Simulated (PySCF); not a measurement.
Species: Cl2HSi(SH), Cl2H2SSi.
Numbering: `[SH:1][SiH:2]([Cl:3])[Cl:4]` (hydrogens: H5 on S1; H6 on Si2)

Method: PySCF, TDDFT wB97X-D/def2-SVPD, vertical, gas phase, core orbitals frozen in the response. One conformer (not necessarily the lowest) at the GFN2-xTB geometry, without solvent, vibrations or thermal averaging. Torsions of this conformer, `[SH:1][SiH:2]([Cl:3])[Cl:4]`: H–S1–Si2–Cl3 161°.

Broadening: Gaussians 0.25 eV wide at half height, area fixed by f = 4.319×10⁻⁹ ∫ε dν̃. The width is an assumption, not a result. The curve ends short of the highest state used, and states not computed would add to its high-energy end.

λ (nm), ε (L mol⁻¹ cm⁻¹) and a bar:
```
    159.1       1376 ###############
    160.1        895 ##########
    161.1        638 #######
    162.1        658 #######
    163.1        903 ##########
    164.1       1221 #############
    165.1       1425 ###############
    166.1       1399 ###############
    167.1       1157 ############
    168.1        830 #########
    169.1        571 ######
    170.1        497 #####
    171.1        661 #######
    172.1       1048 ###########
    173.0       1508 ################
    174.0       1994 #####################
    175.0       2282 ########################
    176.0       2267 ########################
    177.0       1980 #####################
    178.0       1573 #################
    179.0       1243 #############
    180.0       1140 ############
    181.0       1322 ##############
    182.0       1736 ###################
    183.0       2238 ########################
    184.0       2643 ############################
    185.0       2799 ##############################
    186.0       2647 ############################
    187.0       2239 ########################
    188.0       1698 ##################
    189.0       1159 ############
    190.0        715 ########
    191.0        401 ####
    192.0        208 ##
    193.0        106 #
    194.0         64 #
    195.0         60 #
    196.0         79 #
    197.0        111 #
    198.0        149 ##
    199.0        183 ##
    200.0        207 ##
    201.0        215 ##
    202.0        205 ##
    203.0        180 ##
    204.0        147 ##
    205.0        111 #
    206.0         77 #
    207.0         50 #
    208.0         31 
    209.0         17 
    209.9         10 
    210.9          5 
    211.9          2 
    212.9          1 
    213.9          0
```

Task: Locate the maxima and give the states behind the curve.

Result: 201 nm (6.17 eV), ε about 210, made up of S1 (100%); 185 nm (6.70 eV), ε about 2800, made up of S2 (100%); 175 nm (7.07 eV), ε about 2300, made up of S3 (100%); 165 nm (7.49 eV), ε about 1400, made up of S4 (100%) (ε in L mol⁻¹ cm⁻¹; maxima over ε = 5, shares over 10%). At its high-energy end, 7.79 eV, the curve is still rising (ε about 1300, from S5 and S6). The states used: S1 6.17 eV (f 0.0020); S2 6.70 eV (f 0.026); S3 7.07 eV (f 0.021); S4 7.49 eV (f 0.013); S5 7.87 eV (f 0.014); S6 8.04 eV (f 0.022); S7 8.15 eV (f 0.074); S8 8.39 eV (f 0.090).

Task: What would ε be at 6.70 eV, the highest of these maxima, with half the width (0.125 eV)?

Result: About 5580 L mol⁻¹ cm⁻¹ against 2800, a factor of about 2.00; a lone state at its own centre would give exactly 2.

Task: On this curve, what absorbance would a 10⁻⁴ mol/L sample give at 193 nm over a 1 cm path?

Result: 193 nm is 6.424 eV, where ε is about 110 L mol⁻¹ cm⁻¹, so A = ε c l ≈ 0.011 (Beer–Lambert, with the gas-phase spectrum and the assumed width).

Task: Coming from long wavelengths, where does ε first pass 100 L mol⁻¹ cm⁻¹?

Result: At about 205 nm (6.04 eV), 0.13 eV below S1.
